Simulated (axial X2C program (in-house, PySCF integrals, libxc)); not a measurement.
**How long does TeBr⁺ take?**

A bond scan computed with an in-house all-electron X2C program for linear molecules (integrals from PySCF). Basis: Te dyall-cv3z [11s12p8d4f1g], Br dyall-cv3z [8s9p6d4f1g] (cores contracted in-house).

The run was started with this input:
```json
{"zs": [52, 35], "q": 1, "bas": ["dyall-cv3z", "dyall-cv3z"], "levels": ["PBE0", "HF", "PBE"], "cc": true, "r0": 2.5, "thr": -1.0, "nmax": 90, "npts": 10, "nst": 2, "ntry": 6}
```
```bash
python so2c.py task.json out
```

Keys: zs atomic numbers; q charge; bas basis sets; levels methods; cc coupled cluster on or off; r0 starting distance in Å; thr threshold in hartree for freezing inner shells (an s shell follows its p shell); nmax most natural virtual spinors; npts points on the curve; nst determinants followed; ntry starts of the search. HF also brings MP2.

Hardware: 1 thread of Arm Neoverse V2, on a shared host.

Wall time of one point of each curve, integrals apart:

| Hamiltonian | level | points | seconds a point |
| --- | --- | --- | --- |
| spin-free | PBE0 | 9 | 1 |
| spin-free | HF | 9 | 0.71 |
| spin-free | CCSD(T) (12 electrons, 89 virtuals) | 7 | 4.9 |
| spin-free | PBE | 9 | 0.56 |
| 2c | PBE0 | 9 | 1.6 |
| 2c | HF | 9 | 1.6 |
| 2c | CCSD(T) (12 electrons, 90 virtuals) | 7 | 6.7 |
| 2c | PBE | 9 | 0.64 |

The rest:

Search with its distance optimisation 55 s, atoms 16 s, whole task 220 s. Coupled cluster runs on the points near the minimum only. The program drops outer points, and coupled cluster, when its time limit (not in the input) nears; MP2, further determinants and curves that did not converge are not in the table.
